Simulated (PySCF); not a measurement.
An unknown shows these calculated signals:

$^{1}$H NMR (500 MHz, computed): δ 7.54 (d, 1H), 7.39 (m, 1H), 7.26 (m, 1H), 7.07 (d, 1H), 2.70 (s, 6H), 2.48 (s, 3H).

$^{13}$C{$^{1}$H} NMR (computed): δ 158.1 (C), 138.2 (C), 136.4 (CH), 131.5 (CH), 127.9 (CH), 123.5 (CH), 45.5 (CH3), 19.6 (CH3).

- NMR shieldings at PBE0/pcSseg-1/GIAO
- geometry: GFN2-xTB
- program: PySCF 2.14.0 with density-fitted response routines
- one computed conformer, equivalent nuclei averaged, in vacuum, non-relativistic Hamiltonian

δ = σ(ref) − σ, references computed at the same level: $^{1}$H and $^{13}$C against TMS.

**Question.** Which of these does the molecule contain: an S-methyl group, an N-methyl group, a benzene ring, an NH or NH2 group, a vinyl group CH=CH2?

**Answer.** 
- An S-methyl group: no.
- An N-methyl group: yes (δC 45.5; δH 2.70 (s)).
- A benzene ring: yes.
- An NH or NH2 group: no.
- A vinyl group CH=CH2: no.

The data belong to SMILES Cc1ccccc1N(C)C, C9H13N; they needn't prove each group on their own.

Carbon signals by region: 6 in the sp2 and nitrile region (100–160 ppm), 2 below 50 ppm.

Shifts are as computed. Against solution values, carbons near 30 ppm lie about +3 ppm off and those near 130 ppm about +5 ppm. Of 1211 compounds with measured shifts, 218 miss one by over three times the rms of a fit or turn the order of signals round; such compounds aren't used in these exercises. Multiplicities follow the n + 1 count of equivalent neighbours, as no J values were calculated; m marks all less simple cases, F and P coupling included.
